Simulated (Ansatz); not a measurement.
Wavefunction ladder for CH8BNSSi, SMILES `BN(C)[SiH2]S`

Cartesian coordinates in Å:
```
B -0.045 1.033 1.254
N -0.041 0.411 0.005
C 0.130 1.178 -1.227
Si -0.172 -1.313 -0.278
S -0.660 -2.476 1.425
H 0.085 2.225 1.307
H -0.171 0.378 2.246
H 0.258 2.234 -0.986
H 1.012 0.843 -1.784
H -0.740 1.073 -1.882
H 1.108 -1.761 -0.884
H -1.279 -1.555 -1.238
H 0.515 -2.271 2.044
```

Charge 0, multiplicity 1. All single points use the PBE0-D4/def2-TZVP geometry. It is one conformer, not always the lowest. Frozen core, restricted reference, the Gaussian-basis code of Ansatz. CBS rows extrapolate triple and quadruple zeta; past MP2 they add the triple-zeta difference.

| basis | HF (Eh) | MP2 corr. | CCSD corr. | (T) | CCSD(T) total |
| --- | --- | --- | --- | --- | --- |
| def2-TZVPP | -808.26998 | -0.79293 | -0.85510 | -0.03521 | -809.16029 |
| def2-QZVPP | -808.29641 | -0.85024 | – | – | – |
| CBS(def2) | -808.30005 | -0.89269 | -0.95486 | as TZ | -809.29012 |
